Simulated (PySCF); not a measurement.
C2HF2, SMILES FC(=[CH])F, multiplicity 2.

The structure is a stationary point at PBE0-D3(BJ)/def2-TZVP. The isomer is the one that the SMILES or the coordinates give; other isomers of the formula were not compared.

Level of theory: M06-2X/def2-TZVPD (PySCF).

The molecule is in vacuum.

```yaml
total_energy: -276.39236 hartree
point_group: Cs
"α spin, highest occupied and lowest empty level": -9.71 and 0.43 eV
"β spin, highest occupied and lowest empty level": -9.13 and -2.46 eV
dipole_moment: 1.39 D
quadrupole, principal values (traceless, Buckingham form, about the centre of nuclear charge): -2.83, -0.90, 3.72 D·Å
mean_static_polarisability: 26.7 bohr³ (3.96 Å³)
polarisability_principal_values: 21.0, 24.3, 34.8 bohr³
"⟨S²⟩": 0.763 (pure state 0.75)
```
